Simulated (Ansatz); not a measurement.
Caution, from a PySCF single point (PBE-D3(BJ)/def2-TZVPD) at this geometry: the highest occupied level lies above zero, so the state may not be bound. Caution, from a PySCF single point (PBE-D3(BJ)/def2-TZVPD) at this geometry: the restricted solution is unstable towards spin-unrestricted or complex orbitals, so a lower solution exists and this singlet may not be the ground state.

A geometry relaxed with PBE-D3(BJ)/def2-SVPD run with Ansatz (a quantum-chemistry and plane-wave program), charge -1, multiplicity 1:

```xyz
11

O     -1.9318    -1.9171    -0.5221
C      1.3793    -0.7196    -0.0969
H      2.4517    -0.9706     0.0249
H     -2.3565     0.5244     0.2328
C     -0.2932     1.1399     0.1102
C      1.1220     0.7388    -0.0981
H     -0.4934     2.2235     0.0869
C      0.3757    -1.6152     0.1276
C     -1.0003    -1.2220    -0.0324
C     -1.2928     0.2226     0.2442
O      2.0393     1.5953    -0.0772
```

Problem. Write the SMILES of this molecule.

Solution. `O=C1[C-]=CC(=O)C=C1`
